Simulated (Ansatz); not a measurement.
Consider the ligand exchange at the Si–S bond: `C[SiH](S)S` + H–F → `C[SiH](F)S` + H₂S.

Gas-phase electronic energies from Ansatz, PBE0-D4/def2-TZVP geometries. CCSD(T)/CBS is the MP2 limit (def2-TZVPP, def2-QZVPP) plus CCSD(T) − MP2 in def2-TZVPP, frozen cores. This one scheme is used for every species. One conformer a species, not always the lowest.

```tsv
species	CCSD(T)/def2-TZVPP energy (Eh)
`C[SiH](S)S`	-1126.23773
H–F	-100.34454
`C[SiH](F)S`	-827.68153
H₂S	-398.93111
```

Task: Work out ΔE.

Result: ΔE = (-827.68153) + (-398.93111) − (-1126.23773) − (-100.34454) = -0.03037 Eh = -79.7 kJ/mol. CCSD(T)/CBS gives -75.9 kJ/mol.

Largest T1 diagnostic among the species: 0.011.

The D4 term adds +10.3 kJ/mol with B3LYP and +5.6 kJ/mol with PBE0; it sums over pairs of atoms, weighted by their polarisabilities, and B3LYP, whose exchange is more repulsive, gets the larger term. Leaving LDA and LC-ωPBE aside and taking each functional with its dispersion term where it has one, the values, not all of them listed here, spread over 28.2 kJ/mol, from CAM-B3LYP-D4 to revPBE-D4.

B3LYP here is the variant with VWN-RPA as its local correlation; programs differ in this.
